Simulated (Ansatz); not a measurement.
`[O]=[Re](=[O])(=[O])[O][Re](=[O])(=[O])=[O]`. The species carries charge 0 and has multiplicity 1. Correlated methods include outer-core shells of Re, which these sets cover unevenly. Re takes the def2 core potential.

```xyz
9

O    -1.743   -2.314    0.350
Re   -1.084   -0.984    1.159
O    -2.341   -0.009    1.731
O    -0.173   -1.534    2.472
O     0.001   -0.006   -0.004
Re    1.084    0.983   -1.159
O     1.400    2.504   -0.493
O     2.549    0.176   -1.408
O     0.307    1.184   -2.647
```

(1) Give the diagnostics of a CCSD(T)/def2-TZVPP run (frozen core, Ansatz). (Estimate.)

Results:

(1) The calculation gave: T1 = 0.0253, largest single amplitude 0.067, largest double 0.024, (T) share of the correlation energy 6.4 %, 14 CCSD cycles. The RHF solution is stable towards an unrestricted one. T1 lies over the customary mark of 0.02 for closed shells; compounds of d metals often pass it without a breakdown.
